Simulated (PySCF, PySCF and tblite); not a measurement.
A run on one conformer of C7H18Cl2Si2, numbered as in [CH3:1][CH2:2][C@@:3]([SiH3:4])([Cl:5])[CH2:6][C@:7]([SiH3:8])([Cl:9])[CH2:10][CH3:11], from an ensemble study. The sound level was WP04/6-31G* on GFN2-xTB geometries.

Input:

```
{"job": {"xc": "B97-D", "basis": "6-31G*", "scf": {"aux": "sto-3g", "max_cycle": 84}, "kind": "nmr", "pop": false}, "charge": 0, "multiplicity": 1}
C      2.827601     1.662684     0.037265
C      2.331576     0.490431     0.875751
C      1.286414    -0.386218     0.180203
Si     2.007201    -1.212862    -1.404420
Cl     1.010970    -1.768001     1.311842
C     -0.026084     0.372201     0.068190
C     -1.238380    -0.337670    -0.512219
Si    -1.789031    -2.007411     0.276944
Cl    -0.839315    -0.767495    -2.221309
C     -2.409979     0.642786    -0.615619
C     -3.013370     1.045507     0.724955
H      3.594964     2.202398     0.588031
H      3.258921     1.313718    -0.897353
H      2.025840     2.360713    -0.189806
H      3.187460    -0.137222     1.132560
H      1.915456     0.872147     1.813960
H      3.403753    -1.484591    -1.036769
H      2.001113    -0.283807    -2.530209
H      1.368030    -2.495456    -1.656076
H      0.172906     1.260055    -0.541880
H     -0.308646     0.713068     1.070224
H     -1.852900    -1.904826     1.731620
H     -0.987546    -3.109911    -0.232040
H     -3.154972    -2.186976    -0.234229
H     -2.081192     1.543106    -1.145175
H     -3.191296     0.178242    -1.220695
H     -3.862560     1.704236     0.556118
H     -2.295398     1.577391     1.344120
H     -3.361444     0.171719     1.269673
```

Command: OMP_NUM_THREADS=1 python ens_run.py task.json out

Output:

```
final grid: 222496 points
cycle   1  E = -1788.7380405035  dE = -5.465e-01  |g| = 5.421e-01  |ddm| = 5.056e+00
cycle   2  E = -1788.7246505962  dE =  1.339e-02  |g| = 6.541e-01  |ddm| = 1.673e+00
cycle   3  E = -1788.8404780183  dE = -1.158e-01  |g| = 1.447e-01  |ddm| = 1.162e+00
cycle   4  E = -1788.8460511867  dE = -5.573e-03  |g| = 4.818e-02  |ddm| = 2.363e-01
cycle   5  E = -1788.8467183513  dE = -6.672e-04  |g| = 8.293e-03  |ddm| = 6.986e-02
cycle   6  E = -1788.8467350786  dE = -1.673e-05  |g| = 2.661e-03  |ddm| = 1.354e-02
cycle   7  E = -1788.8467369911  dE = -1.912e-06  |g| = 4.501e-04  |ddm| = 4.252e-03
cycle   8  E = -1788.8467370467  dE = -5.566e-08  |g| = 9.472e-05  |ddm| = 7.560e-04
cycle   9  E = -1788.8467370493  dE = -2.523e-09  |g| = 1.824e-05  |ddm| = 1.786e-04
cycle  10  E = -1788.8467370493  dE = -7.230e-11  |g| = 1.051e-05  |ddm| = 4.305e-05
converged SCF energy = -1788.8467370493

GIAO shielding tensors (ppm)
atom      isotropic    diamagn.    paramagn.     s11        s22        s33       span
  0 C      161.510     248.231     -86.721    156.236    157.322    170.974     14.737
  1 C      156.374     250.787     -94.413    145.359    150.809    172.954     27.594
  2 C      160.081     261.248    -101.167    134.155    156.605    189.482     55.327
  3 Si     471.033     880.632    -409.599    449.080    475.414    488.604     39.524
  4 Cl     820.261    1156.923    -336.662    663.152    752.552   1045.078    381.926
  5 C      153.123     254.852    -101.730    140.739    152.334    166.294     25.555
  6 C      160.092     260.897    -100.805    134.176    156.615    189.486     55.311
  7 Si     471.014     880.604    -409.589    449.094    475.368    488.581     39.487
  8 Cl     820.299    1156.753    -336.453    663.217    752.606   1045.075    381.857
  9 C      156.389     250.747     -94.358    145.378    150.817    172.972     27.594
 10 C      161.506     248.156     -86.649    156.235    157.319    170.966     14.731
 11 H       37.051      34.074       2.977     33.735     34.298     43.119      9.384
 12 H       37.429      37.390       0.039     33.703     36.917     41.666      7.964
 13 H       37.466      39.570      -2.104     33.489     37.394     41.514      8.025
 14 H       36.652      40.223      -3.571     32.208     35.889     41.858      9.649
 15 H       36.589      40.241      -3.652     32.825     35.832     41.109      8.283
 16 H       33.938      35.813      -1.875     30.140     32.087     39.587      9.447
 17 H       33.558      37.199      -3.640     29.811     32.374     38.490      8.679
 18 H       33.578      37.122      -3.543     29.999     33.084     37.651      7.652
 19 H       36.475      45.456      -8.982     31.065     38.431     39.928      8.863
 20 H       36.474      45.421      -8.947     31.065     38.430     39.928      8.863
 21 H       33.558      37.300      -3.742     29.811     32.376     38.489      8.678
 22 H       33.577      37.155      -3.578     29.999     33.082     37.651      7.652
 23 H       33.939      35.783      -1.844     30.141     32.088     39.588      9.447
 24 H       36.589      40.145      -3.556     32.826     35.834     41.109      8.283
 25 H       36.652      40.077      -3.425     32.209     35.889     41.859      9.651
 26 H       37.049      34.051       2.999     33.733     34.297     43.118      9.385
 27 H       37.464      39.589      -2.126     33.487     37.392     41.512      8.026
 28 H       37.428      37.455      -0.027     33.702     36.916     41.665      7.963
```

What is wrong with this calculation?

The setting at fault: fitting basis far too small. (The functional also differs from the sound level's.) Self-consistency was reached.
